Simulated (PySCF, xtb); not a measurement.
CF, SMILES [C]F (connectivity only; charge and spin as stated), neutral, multiplicity 2.

Harmonic wavenumbers (cm⁻¹) from GFN2-xTB (xtb) at its own minimum, in rising order: 1389.

**Question.** What does PBE0-D3(BJ)/def2-TZVPD run with PySCF 2.14.0 give at its own minimum? (Estimate from the structure and the level; the computed values follow.)

**Answer.** 1334. Paired by order, the mean absolute difference is 55 cm⁻¹ and the zero-point energies are 2.0 and 1.9 kcal/mol.
